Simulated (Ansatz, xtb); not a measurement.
## C3H7GeN: which of two isomers lies lower

We compare a, `C#C[C@@H](N)[GeH3]`, a singlet, with b, `NC#C[CH2][GeH3]`, a singlet. Both are isolated molecules in the gas phase, relaxed with B3LYP/def2-SVP; the shapes shown needn't be the lowest conformers.

a (Å):

| atom | x (Å) | y (Å) | z (Å) |
| --- | --- | --- | --- |
| C | -3.1237 | -0.4007 | -1.3426 |
| C | -1.9150 | -0.5027 | -1.2887 |
| C | -0.4536 | -0.5704 | -1.2385 |
| Ge | 0.2604 | 0.2603 | 0.4403 |
| N | 0.2530 | 0.0426 | -2.3687 |
| H | -4.1932 | -0.3181 | -1.3877 |
| H | -0.1463 | -1.6287 | -1.1746 |
| H | 0.0033 | -0.4312 | -3.2389 |
| H | -0.0493 | 1.0114 | -2.4814 |
| H | 1.7490 | -0.1109 | 0.5852 |
| H | -0.5313 | -0.2349 | 1.6679 |
| H | 0.1151 | 1.7914 | 0.3099 |

b (Å):

| atom | x (Å) | y (Å) | z (Å) |
| --- | --- | --- | --- |
| C | -0.0729 | -1.3999 | -1.8964 |
| C | -0.2443 | -0.7296 | -0.8951 |
| C | -0.4793 | 0.0976 | 0.2769 |
| Ge | -1.6935 | 1.6200 | -0.1335 |
| N | 0.0780 | -2.1889 | -2.9858 |
| H | 0.9219 | -2.7568 | -2.9986 |
| H | -0.0770 | -1.7311 | -3.8808 |
| H | 0.4546 | 0.5320 | 0.6753 |
| H | -0.9475 | -0.4716 | 1.0994 |
| H | -1.9042 | 2.4642 | 1.1447 |
| H | -3.0551 | 1.0873 | -0.6231 |
| H | -1.0663 | 2.5060 | -1.2294 |

Quicker runs give these differences E(b) − E(a): GFN2-xTB −38.5 kJ/mol; HF/STO-3G −34.2 kJ/mol (at GFN2-xTB geometries); r2SCAN-D4/def2-SVP −37.9 kJ/mol (at GFN2-xTB geometries).

Task: Estimate E(b) − E(a) at the level CCSD(T)/def2-SVP + ΔMP2/def2-TZVPP.

Result: Calculated at CCSD(T)/def2-SVP + ΔMP2/def2-TZVPP: E(b) − E(a) = −15.7 kJ/mol, so structure b lies lower.

Level by level:

| level | geometry | E(b) − E(a) (kJ/mol) | departure from the last row (kJ/mol) | job, with rough time for the two |
| --- | --- | --- | --- | --- |
| GFN2-xTB | GFN2-xTB | −38.5 | −22.8 | optimisation, 0.21 s |
| HF/STO-3G | GFN2-xTB | −34.2 | −18.5 | single point, 0.95 s |
| r2SCAN-D4/def2-SVP | GFN2-xTB | −37.9 | −22.2 | single point, 8.7 s |
| B3LYP/def2-SVP | B3LYP/def2-SVP | −37.4 | −21.6 | optimisation, 2.4 min |
| HF/def2-SVP | B3LYP/def2-SVP | −33.9 | −18.2 | part of the CCSD(T) run |
| MP2/def2-SVP | B3LYP/def2-SVP | −23.2 | −7.5 | part of the CCSD(T) run |
| CCSD(T)/def2-SVP | B3LYP/def2-SVP | −20.4 | −4.7 | single point |
| CCSD(T)/def2-SVP + ΔMP2/def2-TZVPP | B3LYP/def2-SVP | −15.7 |  | single point, 2 min |

As drawn, both hold the same kinds of bond in the same numbers.

None of the levels shown reverses the order. The largest departure from CCSD(T)/def2-SVP + ΔMP2/def2-TZVPP is that of GFN2-xTB, 22.8 kJ/mol. The last row adds to CCSD(T) the change of the MP2 difference between the two basis sets, here +4.7 kJ/mol.

With thermal terms from frequencies at re-optimised GFN2-xTB minima (ideal gas, soft modes damped towards free rotors, one conformer each, 298.15 K, 1 atm): the zero-point term adds −1.4 kJ/mol; ΔH is −15.7 and ΔG −20.2 kJ/mol.

The correlated steps freeze 13 core orbitals; the filled d shell of Ge is correlated, in a basis made for valence electrons. Mirror images aren't counted in ΔG. Codes used: Ansatz 0.2.0, xtb 6.7.1; the last row on 2 threads of Arm Neoverse N1 on a shared host.
